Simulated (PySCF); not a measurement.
Isomers of C4H9FSSi2, one GFN2-xTB conformer each. Single-point energies are computed at PBE0/pcSseg-1 (PySCF, gas phase, no added dispersion term), electronic only.

Question: Rank them by PBE0/pcSseg-1 energy, lowest first (kcal/mol).
A. `[CH3:1][S:2][SiH2:3][C:4]1=[CH:5][SiH2:6][C@H:7]1[F:8]` with C1–S2–Si3–C4 -60°, S2–Si3–C4–C5 86°
B. `[CH3:1][S:2][SiH2:3][C:4]1=[CH:5][CH2:6][Si@@H:7]1[F:8]` with C1–S2–Si3–C4 -62°, S2–Si3–C4–C5 166°
C. `[F:1][C@@H:2]1[CH2:3][CH:4]=[C:5]1[SiH2:6][S:7][SiH3:8]` with C4–C5–Si6–S7 10°, C5–Si6–S7–Si8 -178°

Answer: B (0.0), C (38.7), A (51.8).

As drawn, the lowest has an Si–F bond, which the highest lacks. GFN2-xTB itself gives, in the same order: 0.0, 8.1, 40.0. Both levels put the same isomer lowest; measured from each level's own lowest isomer, the values differ by up to 30.6 kcal/mol (F[C@@H]1CC=C1[SiH2]S[SiH3]: 8.1 against 38.7).

Question: Which frontier levels, dipoles and rotational constants go with these structures?

Answer: 
| SMILES | HOMO (eV, PBE0/pcSseg-1) | LUMO (eV) | dipole (D) | A, B, C (MHz) |
| --- | --- | --- | --- | --- |
| CS[SiH2]C1=CC[Si@@H]1F | -6.71 | -1.10 | 2.81 | 1811, 801.5, 619.8 |
| F[C@@H]1CC=C1[SiH2]S[SiH3] | -7.29 | -0.77 | 0.92 | 3461, 487.0, 438.8 |
| CS[SiH2]C1=C[SiH2][C@H]1F | -6.82 | -1.28 | 2.98 | 2065, 667.8, 567.8 |
